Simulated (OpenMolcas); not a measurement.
Computed levels of 5d⁷ in ions with 75 electrons, in cm-1 above ⁴F_9/2.

```yaml
Program: OpenMolcas 26.06
Method: MS-CASPT2, IPEA 0.25 Eh, imaginary shift 0.1 Eh
Basis: ANO-RCC-VTZP
Scalar_Hamiltonian: DKH2, point nucleus
Spin-orbit_coupling: state interaction with AMFI integrals over the reference wave functions, term energies averaged over their components
```

Active space for each ion: 7 electrons in 5 orbitals (5d); closed shells correlated by CASPT2: 5s 5p.

| Level | Ir2+ | Au4+ |
| --- | --- | --- |
| ⁴F_7/2 | 7640 | 12240 |
| ⁴P_5/2 | 14460 | 20700 |
| ²G_9/2 | 16310 | 22140 |
| ⁴P_1/2 | 17610 | 24470 |
| ²H_11/2 | 21990 | 29250 |
| ²G_7/2 | 22010 | 30350 |
| ²D_5/2(1) | 25000 | 35540 |
| ²P_1/2 | 28510 | 40510 |
| ²F_5/2 | 29780 | 38870 |

Q: Estimate ⁴F_7/2, ⁴P_5/2, ²G_9/2 for Pt3+ from its neighbours Ir2+ and Au4+.

A: ⁴F_7/2 is fine structure, which grows about as the fourth power of a screened charge, so the fourth roots are averaged: ((7640^0.25 + 12240^0.25) / 2)^4 = 9738. The calculation gives 9680, so the estimate is off by +0.6 %.
⁴P_5/2 is another term, which grows about linearly with the charge: (14460 + 20700) / 2 = 17580. The calculation gives 17360, so the estimate is off by +1.3 %.
²G_9/2 is another term, which grows about linearly with the charge: (16310 + 22140) / 2 = 19225. The calculation gives 19140, so the estimate is off by +0.4 %.

Mixed levels, with the weight of the term that names them: Ir2+ ²G_9/2 (62 %), Ir2+ ⁴P_1/2 (71 %), Ir2+ ²P_1/2 (71 %), Pt3+ ²G_9/2 (59 %), Pt3+ ⁴P_1/2 (69 %), Pt3+ ²D_5/2(1) (72 %), Pt3+ ²P_1/2 (69 %), Au4+ ⁴P_5/2 (72 %), Au4+ ²G_9/2 (55 %), Au4+ ⁴P_1/2 (65 %), Au4+ ²D_5/2(1) (67 %), Au4+ ²P_1/2 (65 %).

CASPT2 does not keep the components of a term degenerate, so their means are used; among the terms shown or strongly mixed into the levels shown the widest spread is 960 cm-1 (5d⁷ ⁴F, Au4+). Configurations with an s electron lie low in 5d ions of this charge, fall among these levels and mix in, so low-spin terms can stand far too high, up to twice their true height, and weights are not those of the real levels (holds for Ir2+). The CASPT2 spread within a term exceeds the gap to the next term for 5d⁷ ²H and 5d⁷ ²D(1), so the order of their levels is uncertain (holds for Ir2+; Pt3+). Levels of configurations outside the active space are missing.

A number in round brackets counts repeated terms of one configuration in the order of the reference energies.
